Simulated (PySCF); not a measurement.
Job file and geometry (Å, from GFN2-xTB) of an NMR shielding run on `InChI=1S/C3H11N3Si2/c4-3-7-2-1-6-8-5/h6H,1-2,5,7-8H2`, GIAO PBE0/pcSseg-1 NMR shielding, non-relativistic, gas phase in PySCF 2.14.0, density-fitted response routines; density fitting, a coarse starting grid and PySCF grid level 2 are the driver's defaults:

```
$ OMP_NUM_THREADS=1 python probes_run.py task.json out

{"job": {"kind": "nmr", "xc": "PBE0", "basis": "pcSseg-1"}, "charge": 0, "multiplicity": 1}
N      4.531679     0.120597    -1.790996
C      3.662924     0.256180    -1.056633
Si     2.254223     0.476086     0.151661
C      0.959354    -0.848888    -0.259517
C     -0.122101    -0.978023     0.821000
N     -0.804739     0.254161     1.120623
Si    -1.966295     0.965698     0.066292
N     -3.076645    -0.309743    -0.262636
H      2.835383     0.281908     1.486351
H      1.770510     1.847803    -0.035140
H      1.437295    -1.822309    -0.392817
H      0.471121    -0.602196    -1.204624
H     -0.878425    -1.691658     0.485825
H      0.330586    -1.366323     1.741380
H     -0.212152     0.896928     1.623511
H     -2.434941     2.122779     0.838766
H     -1.518353     1.381589    -1.270391
H     -3.827730    -0.127867    -0.907383
H     -3.421498    -0.847469     0.517039
```

**Question.** What does the program print?

**Answer.** 
```
coarse grid: 16512 points
cycle   1  E = -863.4432271061  dE =  6.883e-01  |g| = 6.417e-01  |ddm| = 3.903e+00
cycle   2  E = -863.2993999459  dE =  1.438e-01  |g| = 1.029e+00  |ddm| = 1.368e+00
cycle   3  E = -863.5273653642  dE = -2.280e-01  |g| = 2.317e-01  |ddm| = 8.745e-01
cycle   4  E = -863.5380137111  dE = -1.065e-02  |g| = 6.586e-02  |ddm| = 1.574e-01
cycle   5  E = -863.5389203235  dE = -9.066e-04  |g| = 1.423e-02  |ddm| = 5.670e-02
cycle   6  E = -863.5389644220  dE = -4.410e-05  |g| = 3.637e-03  |ddm| = 1.503e-02
cycle   7  E = -863.5389673832  dE = -2.961e-06  |g| = 1.082e-03  |ddm| = 4.027e-03
final grid: 149544 points
cycle   8  E = -863.5789777148  dE = -2.864e-05  |g| = 9.067e-03  |ddm| = 2.381e-02
cycle   9  E = -863.5789629829  dE =  1.473e-05  |g| = 1.217e-02  |ddm| = 1.798e-02
cycle  10  E = -863.5789964352  dE = -3.345e-05  |g| = 1.417e-03  |ddm| = 1.040e-02
cycle  11  E = -863.5789967908  dE = -3.556e-07  |g| = 6.572e-04  |ddm| = 1.098e-03
cycle  12  E = -863.5789968812  dE = -9.040e-08  |g| = 1.201e-04  |ddm| = 4.342e-04
cycle  13  E = -863.5789968841  dE = -2.844e-09  |g| = 3.938e-05  |ddm| = 1.120e-04
cycle  14  E = -863.5789968844  dE = -3.508e-10  |g| = 9.612e-06  |ddm| = 4.351e-05
converged SCF energy = -863.5789968844

GIAO shielding tensors (ppm)
atom      isotropic    diamagn.    paramagn.     s11        s22        s33       span
  0 N      -99.469     336.889    -436.358   -299.086   -296.757    297.436    596.521
  1 C       63.408     261.264    -197.856    -52.073    -46.974    289.272    341.345
  2 Si     419.259     879.577    -460.319    388.423    405.678    463.674     75.251
  3 C      167.701     255.281     -87.580    143.384    168.850    190.868     47.484
  4 C      146.345     245.010     -98.665    120.937    152.894    165.204     44.267
  5 N      223.462     325.489    -102.027    194.033    229.763    246.591     52.558
  6 Si     389.694     880.807    -491.113    355.241    372.319    441.521     86.280
  7 N      256.030     315.612     -59.582    213.247    262.689    292.155     78.908
  8 H       27.404      28.135      -0.731     23.678     26.306     32.229      8.551
  9 H       27.166      29.403      -2.237     23.028     27.242     31.229      8.201
 10 H       30.595      31.783      -1.188     25.151     29.051     37.582     12.431
 11 H       29.787      34.095      -4.308     25.450     30.244     33.667      8.218
 12 H       27.844      31.912      -4.068     22.100     28.756     32.676     10.577
 13 H       28.794      30.941      -2.147     23.239     28.446     34.696     11.456
 14 H       31.891      34.779      -2.888     24.437     30.723     40.512     16.075
 15 H       26.751      29.648      -2.897     22.905     24.741     32.609      9.704
 16 H       26.435      31.438      -5.003     22.876     25.538     30.892      8.017
 17 H       31.600      29.022       2.578     24.416     26.683     43.700     19.284
 18 H       31.570      30.436       1.134     23.930     28.734     42.047     18.117
```

**Question.** Turn these shieldings into chemical shifts. Chemical shifts δ = σref − σ; NH3 for 15N (σref 267.73); 13C (σref 186.93), 29Si (σref 349.16), 1H (σref 31.72) against TMS, all at this level.

**Answer.** Averaging equivalent atoms: N 0: 367.2; N 5: 44.3; N 7: 11.7; C 1: 123.5; C 4: 40.6; C 3: 19.2; Si 6: -40.5; Si 2: -70.1; H 15/16: 5.12; H 8/9: 4.43; H 12/13: 3.40; H 10/11: 1.53; H 17/18: 0.13; H 14: -0.17 ppm. Experimental scales use liquid or dissolved standards, which lie at an offset from isolated NH3 (liquid NH3: subtract about 20 ppm). Unscaled 15N shifts of sp2 nitrogen come out 20 to 40 ppm too high even then.

Size and cost of the density-fitted run: 205 basis functions, 38 s wall time on 1 thread of an Arm Neoverse V2, shared host; peak memory 0.92 GiB.
